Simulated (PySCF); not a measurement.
Simulated C 1s region for `C=CC[SiH2][SiH2]CCl`, binding energy against the vacuum level.

Every computed line was given a Gaussian of 0.8 eV full width at half maximum and an area set by the number of equivalent atoms; the highest printed point is 100. Computed with PySCF, delta-SCF UKS SCAN, pcX-2 on the ionised atom, pcseg-1 elsewhere, spin-free X2C.

```json
{"binding energy (eV)": "288.8", "intensity": "0"}
{"binding energy (eV)": "288.9", "intensity": "0"}
{"binding energy (eV)": "289.0", "intensity": "1"}
{"binding energy (eV)": "289.1", "intensity": "1"}
{"binding energy (eV)": "289.2", "intensity": "3"}
{"binding energy (eV)": "289.3", "intensity": "6"}
{"binding energy (eV)": "289.4", "intensity": "10"}
{"binding energy (eV)": "289.5", "intensity": "16"}
{"binding energy (eV)": "289.6", "intensity": "25"}
{"binding energy (eV)": "289.7", "intensity": "36"}
{"binding energy (eV)": "289.8", "intensity": "49"}
{"binding energy (eV)": "289.9", "intensity": "62"}
{"binding energy (eV)": "290.0", "intensity": "74"}
{"binding energy (eV)": "290.1", "intensity": "85"}
{"binding energy (eV)": "290.2", "intensity": "94"}
{"binding energy (eV)": "290.3", "intensity": "99"}
{"binding energy (eV)": "290.4", "intensity": "100"}
{"binding energy (eV)": "290.5", "intensity": "97"}
{"binding energy (eV)": "290.6", "intensity": "89"}
{"binding energy (eV)": "290.7", "intensity": "77"}
{"binding energy (eV)": "290.8", "intensity": "65"}
{"binding energy (eV)": "290.9", "intensity": "52"}
{"binding energy (eV)": "291.0", "intensity": "43"}
{"binding energy (eV)": "291.1", "intensity": "37"}
{"binding energy (eV)": "291.2", "intensity": "36"}
{"binding energy (eV)": "291.3", "intensity": "38"}
{"binding energy (eV)": "291.4", "intensity": "42"}
{"binding energy (eV)": "291.5", "intensity": "44"}
{"binding energy (eV)": "291.6", "intensity": "44"}
{"binding energy (eV)": "291.7", "intensity": "41"}
{"binding energy (eV)": "291.8", "intensity": "35"}
{"binding energy (eV)": "291.9", "intensity": "28"}
{"binding energy (eV)": "292.0", "intensity": "20"}
{"binding energy (eV)": "292.1", "intensity": "13"}
{"binding energy (eV)": "292.2", "intensity": "8"}
{"binding energy (eV)": "292.3", "intensity": "5"}
{"binding energy (eV)": "292.4", "intensity": "2"}
{"binding energy (eV)": "292.5", "intensity": "1"}
{"binding energy (eV)": "292.6", "intensity": "0"}
{"binding energy (eV)": "292.7", "intensity": "0"}
```

Question: How many maxima does the curve show, and how many computed lines lie under it?

Answer: The curve has 2 maxima (at 290.4 and 291.6 eV). Under it lie 4 lines from 4 inequivalent carbon sites. At this width some lines have no maximum of their own.

Question: Decompose the envelope and assign each component. Numbering: `[CH2:1]=[CH:2][CH2:3][SiH2:4][SiH2:5][CH2:6][Cl:7]`.

Answer: 
```
position (eV)  relative area  line  atoms                  environment
       290.00              1  C 1s     C1         terminal =CH2 carbon
       290.39              1  C 1s     C3  sp3 carbon bound to silicon
       290.62              1  C 1s     C2             alkene CH carbon
       291.58              1  C 1s     C6              sp3 C–Cl carbon
```

Lowest listed C 1s: C1, bonded to C (double bond) and 2 H. Highest, 1.58 eV above it: C6, bonded to Cl, 2 H and Si. The widest gap between neighbouring values is 0.96 eV, between 290.62 and 291.58 eV. Summing the Pauling electronegativity differences to the bonded atoms, each weighted by its formal bond order, gives -0.70 for the lowest site and -0.74 for the highest; the largest sum, -0.35, belongs to C2, 0.96 eV below the top. The smallest sum, -1.35, belongs to C3, 0.39 eV above the lowest.

Shake-up satellites, vibrational structure and lifetime widths aren't simulated. Isolated species at its PBE0-D3(BJ)/def2-SVP geometry (one conformer only).

The values belong to the conformer `[CH2:1]=[CH:2][CH2:3][SiH2:4][SiH2:5][CH2:6][Cl:7]`: C1–C2–C3–Si4 114°, C2–C3–Si4–Si5 -55°, C3–Si4–Si5–C6 58°, Si4–Si5–C6–Cl7 48°.
